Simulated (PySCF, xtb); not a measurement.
Sn(H)(Cl)2(vinyl) (C₂H₄Cl₂Sn), SMILES C=[CH][SnH]([Cl])[Cl]. Other conformers were not sampled.

Harmonic wavenumbers (cm⁻¹) from GFN2-xTB (xtb 6.7.1) at its own minimum, in rising order: 13, 77, 91, 102, 264, 296, 313, 411, 432, 476, 494, 890, 947, 995, 1159, 1336, 1380, 1657, 3044, 3070, 3078.

### Question
What does PBE-D3(BJ)/def2-SVP (PySCF) give at its own minimum? (An estimate is asked for; the answer gives what the named calculation found.)

### Answer
66, 100, 110, 138, 283, 351, 366, 455, 508, 546, 575, 948, 949, 982, 1193, 1356, 1608, 1867, 3048, 3100, 3145. Paired by order, the mean absolute difference is 57 cm⁻¹ and the zero-point energies are 29.3 and 31.0 kcal/mol.
